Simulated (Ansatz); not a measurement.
This geometry of Cl3FGe + H4OSi (11 atoms, charge 0, multiplicity 1) is a first-order saddle point.

The calculation used RHF/def2-SVP (Ansatz 0.2.0).

```xyz
11
Properties=species:S:1:pos:R:3
Ge -0.187 0.092 -0.244
F -0.404 0.902 1.590
Cl 1.545 -0.925 0.453
Cl 0.017 2.052 -1.042
Cl -0.648 -1.051 -2.050
O -1.814 -0.338 0.558
Si -3.254 -1.204 0.255
H -2.914 -2.618 0.044
H -4.058 -1.023 1.476
H -3.917 -0.613 -0.915
H -1.415 0.292 1.406
```

Question: Which two structures does it join? (They come from a converged band through this point; their orientation in space is the band's.)

Answer: Bonds broken: Ge1–F2, O6–H11. Bonds formed: Ge1–O6, F2–H11. Cl3FGe + H4OSi becomes Cl3GeH3OSi + FH.

Initial state:

```xyz
11
Properties=species:S:1:pos:R:3
Ge 0.693 0.207 -0.238
F 0.306 -0.110 1.392
Cl 2.806 0.389 -0.286
Cl -0.194 2.023 -0.837
Cl 0.102 -1.436 -1.429
O -2.393 -0.238 0.657
Si -3.783 -1.055 0.284
H -3.581 -2.520 0.365
H -4.877 -0.688 1.213
H -4.145 -0.674 -1.093
H -1.983 -0.332 1.504
```

Final state:

```xyz
11
Properties=species:S:1:pos:R:3
Ge -0.228 -0.111 -0.667
F -0.996 0.939 2.616
Cl 1.473 -0.862 0.342
Cl -0.043 1.969 -1.016
Cl -0.479 -1.133 -2.521
O -1.641 -0.406 0.295
Si -3.134 -1.165 0.154
H -2.929 -2.611 -0.050
H -3.846 -0.909 1.417
H -3.866 -0.588 -0.989
H -1.359 0.444 1.949
```

Question: How far does it lie above each of them?

Answer: 28.4 kcal/mol above the first and 28.1 kcal/mol above the second. This is the barrier of this one path; another mechanism may lie lower. The orbitals stay closed-shell, which can raise the energy where a bond breaks towards radicals; this wasn't checked here.

Time of the run: 3.9 min on 4 threads of AMD EPYC 9R45 96-Core Processor (Zen 5), with other jobs on the host, peak memory 0.56 GiB.
